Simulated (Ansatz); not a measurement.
CH4ClGa, SMILES `[CH3][GaH][Cl]`. Total charge 0; spin multiplicity 1. Correlated methods include outer-core shells of Ga, which these sets cover unevenly. Scalar relativity is left out up to krypton.

Z-matrix (Å, degrees):
```
C
Ga 1 1.952
H 1 1.089 2 110.9
H 1 1.093 2 110.2 3 121.1
H 1 1.093 2 109.9 3 -120.7
Cl 2 2.160 1 116.2 3 2.5
H 2 1.560 1 130.1 3 -177.6
```

(1) Give the diagnostics of a CCSD(T)/def2-TZVPP run (frozen core, Ansatz). (Estimate.)

Answers

(1) Ansatz gave: T1 = 0.0113, largest single amplitude 0.019, largest double 0.028, (T) share of the correlation energy 3.8 %, 9 CCSD cycles. The RHF solution is stable towards an unrestricted one. T1 lies under the customary mark of 0.02 for closed shells.
